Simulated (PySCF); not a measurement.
C5H4O2, SMILES C1=COC(=C=C)O1. Geometry optimised at PBE-D3(BJ)/def2-SVP. The structure was generated by enumeration, and PubChem lists no compound with its InChIKey, so it may never have been made.

Computed equilibrium geometry at PBE-D3(BJ)/def2-SVP (PySCF confirms it by a frequency run) as bond lengths and angles, and its point group:
point group C2v.
Atoms: C1 C2 C3 O4 C5 C6 O7 H8 H9 H10 H11. Bond lengths (Å): C1–C2 1.316, C1–H8 1.109, C1–H9 1.109, C2–C3 1.325, C3–O4 1.389, C3–O7 1.389, O4–C5 1.383, C5–C6 1.345, C5–H10 1.093, C6–O7 1.383, C6–H11 1.093. Angles (°): C2–C1–H8 122.3, C2–C1–H9 122.3, H8–C1–H9 115.4, C1–C2–C3 180.0, C2–C3–O4 125.4, C2–C3–O7 125.4, O4–C3–O7 109.3, C3–O4–C5 105.9, O4–C5–C6 109.4, O4–C5–H10 117.1, C6–C5–H10 133.4, C5–C6–O7 109.4, C5–C6–H11 133.4, O7–C6–H11 117.1, C3–O7–C6 105.9.
Charge 0, spin multiplicity 1.
